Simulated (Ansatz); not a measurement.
`C[SiH2][CH2][AlH][F]` + `C[SeH]` → `C[Se][AlH][F]` + `C[SiH2]C` at 400 K and 1 bar (ligand exchange at the Al–C bond).

Computed with Ansatz on PBE0-D4/def2-TZVP structures; ΔE is electronic, products minus reactants. CCSD(T)/CBS adds triple-zeta CCSD(T) − MP2 to the extrapolated MP2 energy (def2 sets, frozen cores). For Se outer-core shells are correlated without core-valence functions, which leaves a few kJ/mol of doubt a bond. Scalar relativity is left out up to krypton. One conformer a species, not always the lowest.

| species | CCSD(T)/CBS energy (Eh) | H − E (kJ/mol) | S (J/(mol·K)) |
| --- | --- | --- | --- |
| `C[SiH2][CH2][AlH][F]` | -711.90630 | 275.3 | 435.4 |
| `C[SeH]` | -2441.15625 | 135.4 | 284.5 |
| `C[Se][AlH][F]` | -2783.08628 | 155.5 | 377.6 |
| `C[SiH2]C` | -370.01595 | 264.2 | 327.2 |

H − E and S are ideal-gas, rigid-rotor, harmonic terms from PBE0-D4/def2-TZVP, for one conformer and one mirror image of each species. 1 Eh = 2625.50 kJ/mol, R = 8.31446 J/(mol·K).

**Question.** By hand: ΔE, ΔH, ΔS and ΔG.

**Answer.** ΔE = (-2783.08628) + (-370.01595) − (-711.90630) − (-2441.15625) = -0.03968 Eh = -104.2 kJ/mol. Δ(H − E) = 155.5 + 264.2 − 275.3 − 135.4 = 9.0, so ΔH = -95.2 kJ/mol. ΔS = 377.6 + 327.2 − 435.4 − 284.5 = -15.1 J/(mol·K). ΔG = -95.2 − 400 × (-15.1)/1000 = -89.2 kJ/mol.

**Question.** By hand: the equilibrium constant, and the temperature at which ΔG would vanish if ΔH and ΔS stayed fixed.

**Answer.** log₁₀ K = −ΔG/(RT ln 10) = 11.6. ΔG = 0 at ΔH/ΔS = 6305 K, far beyond where these terms or the molecules hold.

ΔH outweighs TΔS. A doubt of 5 kJ/mol in ΔE shifts log₁₀ K by 0.7 here. Other conformers and mirror images would add mixing entropy, several J/(mol·K) or more a flexible species. Modes under 60 cm⁻¹, often nearly free rotors, make the harmonic entropy too high. These are equilibria of isolated gas molecules and say nothing of rates. Largest T1 diagnostic: 0.011 (customary marks: 0.02 for closed shells, 0.045 for open ones).
